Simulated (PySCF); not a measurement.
Job file and geometry (Å, from GFN2-xTB) of an NMR shielding run on `N#Cc1cccc(S)c1N`, C7H6N2S, GIAO PBE0/pcSseg-1 NMR shielding, non-relativistic, gas phase in PySCF; density fitting, a coarse starting grid and PySCF grid level 2 are the driver's defaults:

```
$ OMP_NUM_THREADS=1 python probes_run.py task.json out

{"job": {"kind": "nmr", "xc": "PBE0", "basis": "pcSseg-1"}, "charge": 0, "multiplicity": 1}
N      3.475793    -0.836436     0.337490
C      2.331014    -0.777913     0.272720
C      0.927653    -0.669304     0.200915
C      0.125801    -1.784243     0.446491
C     -1.247883    -1.669496     0.412590
C     -1.827118    -0.444975     0.110808
C     -1.040352     0.658816    -0.154990
S     -1.833555     2.213952    -0.536051
C      0.359053     0.586397    -0.092539
N      1.140290     1.672420    -0.373596
H      0.598374    -2.728409     0.671196
H     -1.872468    -2.525680     0.611369
H     -2.900658    -0.340893     0.073678
H     -1.091965     2.479945    -1.613373
H      2.122125     1.595374    -0.159758
H      0.726298     2.579391    -0.218359
```

**Question.** Write the output of this run.

**Answer.** 
```
coarse grid: 15072 points
cycle   1  E = -777.2767153340  dE =  1.916e+00  |g| = 4.988e-01  |ddm| = 4.378e+00
cycle   2  E = -777.1417149467  dE =  1.350e-01  |g| = 9.368e-01  |ddm| = 1.545e+00
cycle   3  E = -777.3349460539  dE = -1.932e-01  |g| = 1.649e-01  |ddm| = 1.016e+00
cycle   4  E = -777.3407796108  dE = -5.834e-03  |g| = 5.215e-02  |ddm| = 1.965e-01
cycle   5  E = -777.3412761939  dE = -4.966e-04  |g| = 2.487e-02  |ddm| = 7.259e-02
cycle   6  E = -777.3414389649  dE = -1.628e-04  |g| = 5.272e-03  |ddm| = 3.425e-02
cycle   7  E = -777.3414458189  dE = -6.854e-06  |g| = 1.564e-03  |ddm| = 8.955e-03
final grid: 144424 points
cycle   8  E = -777.3985302357  dE = -3.079e-05  |g| = 9.393e-03  |ddm| = 5.370e-02
cycle   9  E = -777.3985157663  dE =  1.447e-05  |g| = 1.214e-02  |ddm| = 2.575e-02
cycle  10  E = -777.3985506437  dE = -3.488e-05  |g| = 1.727e-03  |ddm| = 1.587e-02
cycle  11  E = -777.3985514345  dE = -7.907e-07  |g| = 3.926e-04  |ddm| = 2.372e-03
cycle  12  E = -777.3985514719  dE = -3.744e-08  |g| = 1.531e-04  |ddm| = 5.309e-04
cycle  13  E = -777.3985514761  dE = -4.142e-09  |g| = 7.367e-05  |ddm| = 1.849e-04
cycle  14  E = -777.3985514771  dE = -1.088e-09  |g| = 2.218e-05  |ddm| = 7.526e-05
cycle  15  E = -777.3985514773  dE = -1.178e-10  |g| = 5.332e-06  |ddm| = 2.834e-05
converged SCF energy = -777.3985514773

GIAO shielding tensors (ppm)
atom      isotropic    diamagn.    paramagn.     s11        s22        s33       span
  0 N      -55.329     341.990    -397.319   -219.816   -164.990    218.819    438.635
  1 C       64.358     258.805    -194.448    -54.545    -44.853    292.472    347.017
  2 C       88.220     258.800    -170.580     12.424     91.121    161.117    148.693
  3 C       47.129     247.310    -200.180    -59.571     30.317    170.643    230.214
  4 C       64.446     254.331    -189.885    -36.733     52.226    177.845    214.579
  5 C       43.700     249.639    -205.939    -61.609     35.116    157.594    219.203
  6 C       66.638     261.264    -194.625    -11.883     62.579    149.220    161.103
  7 S      575.166    1054.942    -479.776    408.465    527.536    789.499    381.034
  8 C       32.174     247.195    -215.021    -54.771     -2.714    154.007    208.778
  9 N      179.320     319.393    -140.072    144.052    179.443    214.466     70.415
 10 H       24.048      29.708      -5.660     20.579     23.832     27.733      7.154
 11 H       24.750      29.611      -4.861     21.230     26.307     26.713      5.483
 12 H       23.822      30.696      -6.874     19.484     23.092     28.890      9.406
 13 H       28.862      29.229      -0.366     21.889     27.394     37.304     15.414
 14 H       26.824      32.852      -6.028     18.688     27.116     34.670     15.982
 15 H       27.290      32.536      -5.246     19.331     28.606     33.931     14.600
```

**Question.** Turn these shieldings into chemical shifts. Shifts are taken against calculated references (same method and geometry level): ¹⁵N (σ = 267.73 ppm) against NH3; ¹³C (σ = 186.93 ppm), ¹H (σ = 31.72 ppm) against TMS; ³³S (σ = 503.73 ppm) against CS2.

**Answer.** Averaging equivalent atoms: N 0: 323.1; N 9: 88.4; C 8: 154.8; C 5: 143.2; C 3: 139.8; C 1: 122.6; C 4: 122.5; C 6: 120.3; C 2: 98.7; S 7: -71; H 12: 7.89; H 10: 7.67; H 11: 6.97; H 14/15: 4.66; H 13: 2.85 ppm. Experimental scales use liquid or dissolved standards, which lie at an offset from isolated NH3 (liquid NH3: subtract about 20 ppm). Unscaled 15N shifts of sp2 nitrogen come out 20 to 40 ppm too high even then.

Size and cost of the density-fitted run: 207 basis functions, 2.2 min wall time (120 s CPU) on 1 thread of an Intel Xeon, shared host; peak memory 0.92 GiB.
